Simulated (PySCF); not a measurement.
**Converging BeAl⁺ in the basis (MP2)**

PySCF, RHF reference; singlet, unpaired electrons none; De to Be + Al⁺ without counterpoise correction. Frozen cores follow the default of each basis and core potential.

```json
{"basis": "def2-SVP", "relativity": "no relativity", "functions": "27", "Re (Å)": "2.921", "ωe (cm⁻¹)": "213", "De (eV)": "0.46", "frozen orbitals": "5"}
{"basis": "jorge-DZP-DKH", "relativity": "spin-free X2C", "functions": "39", "Re (Å)": "2.901", "ωe (cm⁻¹)": "236", "De (eV)": "0.54", "frozen orbitals": "5"}
{"basis": "def2-TZVP", "relativity": "no relativity", "functions": "56", "Re (Å)": "2.871", "ωe (cm⁻¹)": "241", "De (eV)": "0.58", "frozen orbitals": "5"}
```

Question: How does each smaller set differ from the one with most functions, def2-TZVP?

Answer: def2-SVP: +5.0 pm, -11.6 % in ωe, -0.12 eV in De; jorge-DZP-DKH: +3.0 pm, -2.1 % in ωe, -0.04 eV in De. All at MP2; the set with most functions is neither the basis-set limit nor always the best. The rows treat relativity differently, so the differences are not basis effects alone.

Correlated steps freeze 5 core orbitals. Correlated levels converge slowly with the basis: in double zeta they bind strong bonds too weakly, by up to about 1 eV, and carry superposition errors of some tenths. For an ion De counts to the pair picked by the measured ionisation energies or electron affinities, which need not be the lowest pair at this level.
